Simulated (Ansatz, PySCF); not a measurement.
C₅H₉Cl, SMILES CCC/C=C\Cl. Atoms are numbered in the order given.

```xyz
15

C     -3.1507     0.1785     0.0506
C     -1.8875    -0.6163    -0.2357
C     -0.7234     0.2640    -0.6937
C      0.5076    -0.5175    -1.0082
C      1.6698    -0.4879    -0.3547
Cl     1.9861     0.5204     1.0172
H     -2.9794     0.9285     0.8392
H     -3.4967     0.7176    -0.8461
H     -3.9715    -0.4740     0.3842
H     -2.0925    -1.3814    -1.0049
H     -1.5776    -1.1709     0.6661
H     -0.4962     1.0132     0.0808
H     -1.0319     0.8237    -1.5954
H      0.4590    -1.2160    -1.8523
H      2.5268    -1.1024    -0.6368
```

Coordinates come from a PBE0-D3(BJ)/def2-SVP optimisation. The values are those of a single conformer.

Two levels are set side by side: PBE-D3(BJ)/def2-SVP (Ansatz, a first-principles code) and PBE0-D3(BJ)/def2-SVP (Ansatz). Each level has its own optimised geometry; the coordinates shown are those of the second. Frequencies come from the Hessian of PySCF at each geometry. Differences are taken from unrounded values.

| quantity | PBE0-D3(BJ) | PBE-D3(BJ) | PBE-D3(BJ) minus PBE0-D3(BJ) |
|---|---|---|---|
| mean bond length (Å) | 1.251 | 1.260 | 0.009 |
| bond C1–C2 (Å) | 1.520 | 1.529 | 0.009 |
| bond C2–C3 (Å) | 1.530 | 1.540 | 0.011 |
| bond C3–C4 (Å) | 1.492 | 1.498 | 0.006 |
| bond C4–C5 (Å) | 1.334 | 1.345 | 0.012 |
| bond C5–Cl6 (Å) | 1.732 | 1.745 | 0.013 |
| bond C1–H7 (Å) | 1.102 | 1.110 | 0.008 |
| bond C1–H8 (Å) | 1.102 | 1.110 | 0.008 |
| bond C1–H9 (Å) | 1.100 | 1.109 | 0.008 |
| bond C2–H10 (Å) | 1.104 | 1.113 | 0.008 |
| bond C2–H11 (Å) | 1.103 | 1.111 | 0.008 |
| bond C3–H12 (Å) | 1.101 | 1.110 | 0.009 |
| bond C3–H13 (Å) | 1.105 | 1.114 | 0.009 |
| bond C4–H14 (Å) | 1.097 | 1.105 | 0.008 |
| bond C5–H15 (Å) | 1.092 | 1.100 | 0.008 |
| highest harmonic wavenumber (cm⁻¹) | 3240 | 3144 | -96 |
| mean harmonic wavenumber (cm⁻¹) | 1449 | 1401 | -47 |
| zero-point energy (kcal/mol) | 80.76 | 78.12 | -2.64 |

GGA bonds tend to be longer and softer than those of functionals with exact exchange. Differences between two approximate levels are no errors against the true value.
